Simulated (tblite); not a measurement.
Compound: C₆H₁₃ClSi.
Atom-mapped SMILES: `[CH2:1]=[C:2]([CH3:3])[Si@@H:4]([Cl:5])[CH2:6][CH2:7][CH3:8]` (hydrogens: H9, H10 on C1; H11, H12, H13 on C3; H14 on Si4; H15, H16 on C6; H17, H18 on C7; H19, H20, H21 on C8)

Computed with GFN2-xTB (tblite), gas phase: L-BFGS steps from a force-field or distance-geometry start until the largest atomic force falls under 0.01 eV/Å.

Step 0: E = -701.0084 eV
```
atom  x, y, z in Å  |  force x, y, z in eV/Å
C1     -2.3224   -0.2537   -2.1658   -0.174  -0.183   0.256
C2     -1.8034   -0.0767   -0.9505   -0.183  -0.737  -0.119
C3     -2.0988   -1.0307    0.1923   -0.830  -0.070  -0.336
Si4    -0.6488    1.3411   -0.5489   -0.457   0.653  -0.473
Cl5    -1.8453    2.6112    0.5296    0.206   0.009  -0.039
C6      0.8128    0.8287    0.4982    0.577   0.016   0.704
C7      1.8019   -0.1331   -0.1724   -0.097  -0.209   0.201
C8      2.9660   -0.4741    0.7602   -0.079  -0.114   0.085
H9     -2.1209    0.4222   -2.9905   -0.013  -0.200   0.259
H10    -3.0082   -1.0784   -2.3746    0.258   0.314   0.024
H11    -2.8141   -1.8106   -0.1224    0.295   0.287   0.024
H12    -2.5694   -0.5037    1.0353    0.288  -0.022  -0.266
H13    -1.2062   -1.5302    0.5497    0.172   0.093  -0.002
H14    -0.2158    2.0320   -1.7818   -0.070  -0.064   0.199
H15     1.3546    1.7474    0.7934   -0.096  -0.395  -0.046
H16     0.4476    0.3800    1.4431    0.236   0.133  -0.361
H17     2.2007    0.3096   -1.0868   -0.085   0.045   0.018
H18     1.2890   -1.0689   -0.4557    0.106   0.349   0.088
H19     3.6493   -1.1648    0.2650   -0.028   0.057   0.072
H20     3.5243    0.4218    1.0401   -0.119  -0.103  -0.055
H21     2.5983   -0.9523    1.6766    0.095   0.140  -0.231
```

Q: Estimate the geometry and energy of step 1. (The exact step hangs on the optimiser's Hessian estimate; all steps are aligned on step 0, rigid shifts and turns removed.)

A: E = -701.0507 eV, largest force 0.349 eV/Å
```
atom  x, y, z in Å  |  force x, y, z in eV/Å
C1     -2.3249   -0.2563   -2.1622   -0.141  -0.063  -0.033
C2     -1.8060   -0.0872   -0.9522    0.050  -0.326   0.113
C3     -2.1107   -1.0317    0.1875   -0.083  -0.087  -0.085
Si4    -0.6554    1.3505   -0.5556   -0.214   0.188  -0.119
Cl5    -1.8424    2.6113    0.5290    0.146   0.062  -0.008
C6      0.8210    0.8289    0.5083    0.071   0.001   0.031
C7      1.8005   -0.1361   -0.1695    0.056   0.044   0.136
C8      2.9649   -0.4757    0.7614   -0.002  -0.055  -0.042
H9     -2.1211    0.4194   -2.9868   -0.004  -0.193   0.255
H10    -3.0045   -1.0739   -2.3742    0.076   0.106  -0.031
H11    -2.8099   -1.8065   -0.1221   -0.011  -0.011  -0.080
H12    -2.5653   -0.5040    1.0315    0.167   0.053  -0.164
H13    -1.2038   -1.5289    0.5497   -0.118   0.210  -0.111
H14    -0.2168    2.0311   -1.7789   -0.032   0.015   0.056
H15     1.3532    1.7418    0.7928    0.092  -0.137   0.063
H16     0.4510    0.3819    1.4380    0.141   0.017  -0.074
H17     2.1995    0.3103   -1.0866   -0.113   0.006   0.104
H18     1.2905   -1.0640   -0.4544   -0.006   0.170   0.055
H19     3.6489   -1.1640    0.2661   -0.005   0.025   0.057
H20     3.5226    0.4203    1.0393   -0.107  -0.078  -0.048
H21     2.5997   -0.9503    1.6733    0.036   0.053  -0.075
```

The energy changes by -0.0423 eV. The first-order estimate −F·Δx gives -0.0672 eV and the mean of the old and new forces, exact on a quadratic surface, -0.0423 eV. The step makes an angle of 1° with the force vector and moves no atom by more than 0.013 Å.

What follows is the cost of the whole relaxation. The run took 3.4 s wall on one thread of an AMD EPYC, no GPU, on a shared host.
